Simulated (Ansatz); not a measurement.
Born–Oppenheimer molecular dynamics of CH3NOTe (7 atoms, charge 0, multiplicity 1). It starts at the highest image of a converged band, a first-order saddle point between two minima.

All numbers below come from RKS BHLYP-D4/def2-SVP (Ansatz 0.2.0).

| Property | Result |
| --- | --- |
| ensemble | NVE (velocity Verlet) |
| time step | 0.5 fs |
| steps asked | 200 |
| starting velocities drawn for | 100 K |
| seed | 9900 |

First frame:

```xyz
7
Properties=species:S:1:pos:R:3
N 0.570 -1.217 0.057
C 0.073 -0.023 0.072
O 0.664 0.648 0.966
Te -1.467 0.771 -1.140
H 0.329 -1.968 -0.568
H 1.211 -0.532 0.996
H -1.319 2.252 -0.428
```

(1) How far do the bonds stretch over the last three quarters of this one trajectory? (Pairs bonded in most of those frames.)

Answers

(1) 
```tsv
bond	mean (Å)	spread (Å)	shortest	longest
N1–C2	1.366	0.057	1.26	1.46
N1–H5	1.021	0.051	0.92	1.13
N1–H6	1.042	0.081	0.90	1.17
C2–O3	1.192	0.030	1.14	1.25
C2–Te4	2.272	0.128	2.09	2.49
Te4–H7	1.654	0.029	1.60	1.70
```

Mean temperature of the second half: 1779 K. The conserved energy stayed within 1.5 meV per atom of its start (net change -0.14 meV per atom), so the integration is sound. The system heated up, since it started high on the potential surface and ran downhill. A run of 0.1 ps of so small a system gives no equilibrium averages. The orbitals stay closed-shell, which can raise the energy where a bond breaks towards radicals; this wasn't checked here.

Run time: 3.9 min on 2 threads of AMD EPYC 9R45 96-Core Processor (Zen 5), with other jobs on the host, peak memory 0.19 GiB.
